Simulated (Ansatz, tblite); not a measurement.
Removing and adding an electron: (HBAsH)3 ring (B₃As₃H₆). The state is a singlet with charge 0. Geometry: PBE-D4/def2-SVP. Ansatz, gas phase; energy differences of separate SCF runs; the oxidised species was run as a doublet alone; the reduced species was run as a doublet alone.

```xyz
12

B     0.585   -0.102   -1.452
H     0.539   -0.918   -2.352
As   -1.047    1.046   -1.199
B    -1.445    0.192    0.578
H    -2.453   -0.484    0.639
As   -0.346    0.279    2.292
B     1.066    0.745    0.958
H     0.980    1.937    0.700
As    2.304   -0.105   -0.358
H    -2.041    0.284   -2.083
H    -0.293   -1.260    2.361
H     2.153   -1.614   -0.084
```

The xTB rows come from tblite.

Q: Estimate orbital energies and vertical ionisation energies and electron affinities at: GFN1-xTB; GFN2-xTB; LDA (SPW92)/def2-TZVPD; PBE-D4/def2-TZVPD; PBE0-D4/def2-TZVP; PBE0-D4/def2-TZVPD.

A: 
```csv
level,−HOMO (eV),vertical IE (eV),−LUMO (eV),vertical EA (eV),HOMO–LUMO gap (eV),IE − EA (eV),remarks
GFN1-xTB,10.26,13.12,8.08,5.29,2.18,7.83,–
GFN2-xTB,9.75,12.27,7.44,4.75,2.30,7.51,–
LDA (SPW92)/def2-TZVPD,6.38,–,3.58,1.32,2.81,–,HOMO above zero (-1 doublet)
PBE-D4/def2-TZVPD,6.23,–,3.38,1.24,2.86,–,HOMO above zero (-1 doublet)
PBE0-D4/def2-TZVP,7.19,8.86,2.55,–,4.64,–,–
PBE0-D4/def2-TZVPD,7.20,–,2.57,1.18,4.63,–,HOMO above zero (-1 doublet)
```

Run but left out: LDA (SPW92)/def2-TZVP, PBE-D4/def2-TZVP (charge +1 doublet: an occupied level 0.07 to 0.12 eV above an empty one).   A HOMO above zero means that the electron is unbound at that level or that self-interaction error raises the level; the energy of removing that electron tells which. Raw xTB energy differences between charge states are shifted by several eV; the methods need an empirical correction for them.
